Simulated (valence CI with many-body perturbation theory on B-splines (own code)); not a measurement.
**Xe⁴⁺: electric-dipole lines**

Computed by relativistic CI+MBPT: four valence electrons over a frozen Dirac-Fock core [Kr] 4d10, radial functions for each j: 11 s, 11 p, 9 d, 7 f, 5 g, 2 h, 1 i, with the one-electron correlation potential Σ1 (screened to all orders), the two-electron term Σ2, the three-electron term Σ3, Breit, model QED; selected single and double excitations, second order for the rest, scaled by the run's own slope (own B-spline code, finite nucleus).

Set against measurement, 45 paired levels are off by 319 cm⁻¹ on average, the worst by 643. These come from a selection out of Saloman, J. Phys. Chem. Ref. Data 33, 765 (2004). Levels without a partner in it may be off by more. 7 measured levels below the end of the list, from 169673 cm⁻¹ on, found no clear computed partner, and computed levels of the same name lie up to 2907 cm⁻¹ from them.

Lines 101 to 150 of 241 in falling wavelength, among levels below 262440 cm⁻¹, chosen from the strongest by gf and those to the six lowest levels. Wavelengths and rates use the calculated energies, so an error of 300 cm⁻¹ moves a line at 1183 Å by 0.35 % and its rate by three times that or more. Electric multipoles are in the length gauge, E1 and E2 with the static RPA response of the core. Weak lines are less certain than strong ones. Lines between different terms over intervals too small for the method are left out, as are lines whose strength nearly cancels. Where a level lies close to another of its J and parity, the split of strength between their lines is uncertain. The highest levels of a list are the least certain.

Names give the largest LS component (configuration and term), which can be under half, so a name can repeat, a term be missing and a line seem to break the LS rules; names also repeat where a configuration has a term twice. Letters in brackets count levels of one name in rising energy.

| λ vac (Å) | λ from measured levels | Upper | Lower | A (s⁻¹) | log gf | Branch % |
| --- | --- | --- | --- | --- | --- | --- |
| 1183 | 1192 | 4f 5s2 5p 3G_3 [b] | 5s 5p3 3D°_2 | 5.21e+07 | -1.12 | 38.6 |
| 1177 |  | 5s 5p2 5d 5F_5 | 5s2 5p 5d 3F°_4 | 4.46e+07 | -0.99 | 100.0 |
| 1168 |  | 5s2 5p 6p 3P_2 | 5s2 5p 5d 3F°_3 | 1.80e+08 | -0.73 | 12.7 |
| 1156 |  | 5p4 3P_1 | 5s2 5p 5d 3F°_2 | 8.37e+07 | -1.30 | 7.3 |
| 1156 | 1165 | 4f 5s2 5p 3D_3 | 5s 5p3 3D°_3 | 6.71e+07 | -1.03 | 37.3 |
| 1154 | 1151 | 5s 5p3 3D°_1 | 5s2 5p2 1D_2 | 2.27e+07 | -1.87 | 4.1 |
| 1143 | 1140 | 5s 5p3 3D°_2 | 5s2 5p2 1D_2 | 3.29e+06 | -2.49 | 0.9 |
| 1141 |  | 5s2 5p 6p 3D_3 | 5s2 5p 5d 3F°_3 | 6.49e+07 | -1.05 | 3.4 |
| 1132 |  | 5s2 5p 6p 3P_1 [b] | 5s2 5p 5d 3F°_2 | 1.82e+08 | -0.98 | 9.2 |
| 1112 | 1110 | 5s 5p3 3P°_1 | 5s2 5p2 1S_0 | 1.85e+07 | -1.99 | 1.5 |
| 1095 | 1093 | 5s 5p3 3D°_3 | 5s2 5p2 1D_2 | 7.60e+07 | -1.02 | 28.2 |
| 1068 | 1071 | 5s2 5p 6p 3D_1 | 5s 5p3 3P°_2 | 2.13e+08 | -0.96 | 13.0 |
| 1049 | 1057 | 4f 5s2 5p 3G_3 [a] | 5s 5p3 5S°_2 | 5.24e+05 | -3.22 | 0.6 |
| 1028 |  | 5p4 3P_1 | 5s2 5p 5d 1D°_2 | 1.30e+08 | -1.21 | 11.3 |
| 1021 |  | 5p4 3P_2 | 5s 5p3 3P°_2 | 1.67e+08 | -0.88 | 12.7 |
| 1018 | 1026 | 4f 5s2 5p 3F_3 | 5s 5p3 5S°_2 | 8.58e+06 | -2.03 | 5.3 |
| 1000 | 1002 | 5s2 5p 6p 3P_1 [a] | 5s 5p3 3P°_2 | 1.05e+08 | -1.32 | 6.0 |
| 998.4 | 1006 | 4f 5s2 5p 3F_2 | 5s 5p3 5S°_2 | 1.09e+06 | -3.09 | 0.6 |
| 993.9 |  | 5s2 5p 6p 3P_2 | 5s2 5p 5d 1D°_2 | 6.27e+07 | -1.33 | 4.4 |
| 990.4 | 988.5 | 5s 5p3 3D°_1 | 5s2 5p2 3P_2 | 2.96e+07 | -1.88 | 5.3 |
| 982.6 | 980.7 | 5s 5p3 3D°_2 | 5s2 5p2 3P_2 | 1.28e+06 | -3.03 | 0.4 |
| 972.0 |  | 5p4 1D_2 | 5s2 5p 5d 1D°_2 | 3.56e+08 | -0.60 | 26.7 |
| 952.7 |  | 5s2 5p 6p 3S_1 | 5s2 5p 5d 1D°_2 | 2.26e+08 | -1.04 | 11.8 |
| 947.0 | 945.2 | 5s 5p3 3D°_3 | 5s2 5p2 3P_2 | 1.93e+08 | -0.74 | 71.8 |
| 945.0 | 943.4 | 5s 5p3 3D°_1 | 5s2 5p2 3P_1 | 1.19e+07 | -2.32 | 2.1 |
| 943.3 | 941.9 | 5s 5p3 3P°_1 | 5s2 5p2 1D_2 | 1.94e+06 | -3.11 | 0.2 |
| 941.9 | 940.8 | 5s 5p3 3P°_2 | 5s2 5p2 1D_2 | 3.52e+07 | -1.63 | 4.1 |
| 937.9 | 936.3 | 5s 5p3 3D°_2 | 5s2 5p2 3P_1 | 3.48e+08 | -0.64 | 98.7 |
| 933.0 |  | 5s2 5p 6p 1D_2 | 5s2 5p 5d 1D°_2 | 4.34e+08 | -0.55 | 23.7 |
| 921.1 | 927.4 | 4f 5s2 5p 3G_3 [b] | 5s 5p3 5S°_2 | 1.22e+06 | -2.96 | 0.9 |
| 906.3 |  | 5s2 5p 6p 3P_1 [b] | 5s 5p3 3P°_2 | 1.53e+08 | -1.25 | 7.8 |
| 895.8 | 900.5 | 5s 5p3 3S°_1 | 5s2 5p2 1S_0 | 6.24e+07 | -1.65 | 0.5 |
| 886.7 |  | 5p4 3P_2 | 5s 5p3 3D°_3 | 6.57e+08 | -0.41 | 49.6 |
| 876.9 |  | 5p4 1D_2 | 5s 5p3 3P°_2 | 3.69e+08 | -0.67 | 27.7 |
| 874.3 | 880.5 | 4f 5s2 5p 3D_3 | 5s 5p3 5S°_2 | 1.18e+07 | -2.03 | 6.5 |
| 868.8 | 867.4 | 5s 5p3 3D°_1 | 5s2 5p2 3P_0 | 4.94e+08 | -0.78 | 88.4 |
| 865.0 | 867.6 | 5s2 5p 6p 3D_2 | 5s 5p3 3D°_3 | 2.56e+08 | -0.84 | 13.6 |
| 862.1 | 868.2 | 4f 5s2 5p 3D_2 | 5s 5p3 5S°_2 | 1.97e+06 | -2.96 | 1.1 |
| 860.0 |  | 5s2 5p 6p 3S_1 | 5s 5p3 3P°_1 | 1.51e+08 | -1.30 | 7.9 |
| 857.7 |  | 5p4 3P_2 | 5s 5p3 3D°_2 | 2.69e+08 | -0.83 | 20.3 |
| 852.3 | 851.8 | 5s2 5p 5d 1D°_2 | 5s2 5p2 1D_2 | 5.55e+08 | -0.52 | 89.1 |
| 847.8 | 853.8 | 4f 5s2 5p 3D_1 | 5s 5p3 5S°_2 | 1.89e+05 | -4.21 | 0.1 |
| 844.4 | 842.4 | 5s2 5p 6p 3P_0 | 5s 5p3 3D°_1 | 4.20e+08 | -1.35 | 27.4 |
| 842.5 | 844.9 | 5s2 5p 6p 3P_1 [a] | 5s 5p3 3D°_2 | 2.89e+08 | -1.04 | 16.4 |
| 831.2 | 830.2 | 5s 5p3 3P°_1 | 5s2 5p2 3P_2 | 4.38e+07 | -1.87 | 3.5 |
| 830.1 | 829.4 | 5s 5p3 3P°_2 | 5s2 5p2 3P_2 | 8.18e+08 | -0.37 | 95.4 |
| 806.7 | 805.7 | 5s 5p3 3P°_0 | 5s2 5p2 3P_1 | 1.02e+09 | -1.00 | 100.0 |
| 799.0 | 798.2 | 5s 5p3 3P°_1 | 5s2 5p2 3P_1 | 8.49e+08 | -0.61 | 67.2 |
| 798.0 | 797.4 | 5s 5p3 3P°_2 | 5s2 5p2 3P_1 | 3.82e+06 | -2.74 | 0.4 |
| 796.6 | 802.8 | 4f 5s2 5p 1D_2 | 5s 5p3 5S°_2 | 2.19e+05 | -3.98 | 0.2 |

Question: How does gf follow from A for the line at 847.8 Å?

Answer: gf = 1.4992 × (2J+1)_upper × A / σ², with σ = 117951 cm⁻¹ and 2J+1 = 3: gf = 6.10e-05.
